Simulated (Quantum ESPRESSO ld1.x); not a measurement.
Values are calculated unless marked as measured or tabulated.
Q: Sb2+, configuration [Kr] 4d10 5s2 5p1 (the NIST ground configuration). Level of theory: scalar-relativistic Kohn-Sham, LDA (Slater exchange, VWN5 correlation), spin-polarised, spherical densities, point nucleus; open shells are filled with parallel spins first (ld1.x of Quantum ESPRESSO 7.5). Some entries of the table are withheld. Estimate them.

orbital  occ.  eigenvalue (eV)  <1/r> (bohr^-1)
1s up       1       -30289.608            54.27
1s down     1       -30289.576            54.27
2s up       1        -4625.919            12.40
2s down     1        -4625.904            12.40
2p up       3        -4157.286            11.91
2p down     3        -4157.262            11.91
3s up       1         -921.363            4.416
3s down     1         -921.335            4.416
3p up       3         -768.584            4.205
3p down     3         -768.553            4.205
3d up       5         -534.743            3.975
3d down     5         -534.715            3.975
4s up       1         -167.055            1.763
4s down     1         -166.993            1.763
4p up       3         -120.156            1.605
4p down     3         -120.085            1.605
4d up       5          -52.049              (1)
4d down     5          -51.905              (2)
5s up       1              (3)           0.6213
5s down     1              (4)           0.6245
5p up       1          -20.761           0.5159
5p down     0          -19.962           0.5157

A: 
(1) 4d up <1/r> (bohr^-1): 1.297
(2) 4d down <1/r> (bohr^-1): 1.300
(3) 5s up eigenvalue (eV): -30.153
(4) 5s down eigenvalue (eV): -29.406
